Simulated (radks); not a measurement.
Ho XIV, configuration [Kr] 4d10 4f6 5s2 (the NIST ground configuration).

Calculated with a radial shooting solver on a logarithmic mesh with Libxc functionals: scalar-relativistic Kohn-Sham, r2SCAN, spin-polarised, spherical densities, finite nucleus; open shells are filled with parallel spins first (spin-orbit coupling, left out, can overturn this in heavy ions); meta-GGA in the generalised Kohn-Sham scheme; Fermi nuclear charge, rms radius 5.2022 fm.

Energy parts (hartree):
total: -12564.2051
kinetic: 13591.4118
electron-nucleus: -30244.1412
Hartree: 4349.6869
exchange-correlation: -261.1626

Orbitals (lengths in bohr, moments of r in powers of bohr; <r^-3> diverges for s and p1/2; r(max) is where P^2 peaks):
orbital,occ.,eigenvalue (hartree),<r^-3>,<r^4>,r(max),<r^2>
1s down,1,-2052.164,-,9.267e-07,0.01311,0.0005884
1s up,1,-2052.163,-,9.267e-07,0.01311,0.0005884
2s up,1,-352.4873,-,0.0001448,0.07459,0.009169
2s down,1,-352.4867,-,0.0001448,0.07458,0.009168
2p up,3,-313.3008,13550,0.0001097,0.06061,0.007445
2p down,3,-313.3002,13550,0.0001097,0.06061,0.007444
3s up,1,-86.99072,-,0.005478,0.2111,0.06025
3s down,1,-86.82264,-,0.005449,0.2109,0.06010
3p up,3,-74.95411,2907,0.005785,0.2076,0.06065
3p down,3,-74.78609,2918,0.005748,0.2074,0.06046
3d up,5,-59.65589,385.8,0.004576,0.1699,0.05079
3d down,5,-59.52636,387.3,0.004533,0.1697,0.05057
4s up,1,-25.28258,-,0.1257,0.4815,0.2958
4s down,1,-24.94594,-,0.1265,0.4815,0.2966
4p up,3,-21.23692,677.9,0.1599,0.5017,0.3300
4p down,3,-20.90607,673.2,0.1615,0.5017,0.3314
4d up,5,-15.73862,78.59,0.2216,0.5155,0.3773
4d down,5,-15.40886,77.82,0.2263,0.5157,0.3803
5s up,1,-9.95947,-,2.166,1.022,1.257
5s down,1,-9.80621,-,2.269,1.032,1.287
4f up,6,-9.61935,14.11,0.3845,0.4891,0.4585
4f down,0,-9.28149,13.93,0.4078,0.4910,0.4700
5p up,0,-8.63464,168.3,2.982,1.103,1.471
5p down,0,-8.49569,163.2,3.043,1.113,1.490
6s up,0,-5.33537,-,20.24,1.898,3.903
6s down,0,-4.88161,-,17.19,1.819,3.513

The highest occupied level is 4f up at -261.76 eV. Spin moment in Bohr magnetons: 6. The density falls to 0.001 e/bohr^3 at r = 2.10 bohr. The electron density at the nucleus is 8.475e+05 e/bohr^3 (large components only).
